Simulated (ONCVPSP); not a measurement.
# Pseudopotential generation for Co: ONCV, PBE, scalar-relativistic.

```json
{"Element": "Co (Z = 27)", "Generator": "ONCVPSP 4.0.1", "Type": "optimised norm-conserving Vanderbilt (ONCV)", "Functional": "PBE", "Relativity": "scalar-relativistic", "Frozen core": "[Ne]", "Valence charge": "17", "Reference configuration": "3s2 3p6 3d7 4s2", "Partial waves": "3s+4s: rc 1.10 bohr, ncon 4, nbas 8, qcut 9.3 1/bohr, 2 projectors; 3p: rc 0.90 bohr, ncon 4, nbas 7, qcut 8.8 1/bohr, 2 projectors, debl 3.9 Ha; 3d: rc 1.00 bohr, ncon 4, nbas 9, qcut 13.6 1/bohr, 3 projectors, debl 1.6 Ha", "Local potential": "polynomial inside 0.75 bohr (lpopt 4, dvloc0 6 Ha)", "Core correction": "none"}
```

- Cutoffs needed: 80 Ha and 144 Ha (the cutoffs (Ha) at which the residual kinetic energy of the hardest occupied pseudo-wave falls to 1 and 0.1 mHa per electron)
- Ghost test: no bound ghost flagged; no localised positive-energy state flagged
- Largest excitation error: -3.6 meV (all-electron minus pseudo) for 3s2 3p6 3d6 4s0, out of 4 test configurations
